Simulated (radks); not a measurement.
The numbers below are computed, except where a source is named.
Spin polarisation of the 3d4 shell in V+. Start: [Ar] 3d(up 2, down 2); electrons of 3d are moved from spin down to spin up, other shells keep equal spins. Code: a radial shooting solver on a logarithmic mesh with Libxc functionals. Model: scalar-relativistic Kohn-Sham, BLYP, spin-polarised, spherical densities, finite nucleus; Fermi nuclear charge, rms radius of each element as measured or else 0.836 A^(1/3) + 0.57 fm.

moment (Bohr magnetons)  E - E(0) (eV)  e(3d up) (eV)  e(3d down) (eV)  3p down minus up (eV)
0                                0.000         -9.034           -9.034                 0.000
1                               -0.177         -9.347           -8.642                  0.840
2                               -0.701         -9.570           -8.182                  1.666
3                               -1.557         -9.690           -7.664                  2.462

At moment 3 the spin-polarisation energy is -1.557 eV and the 3d exchange splitting 2.026 eV, that is 0.675 eV per Bohr magneton; E = -I m^2/4 would give I = 0.692 eV.
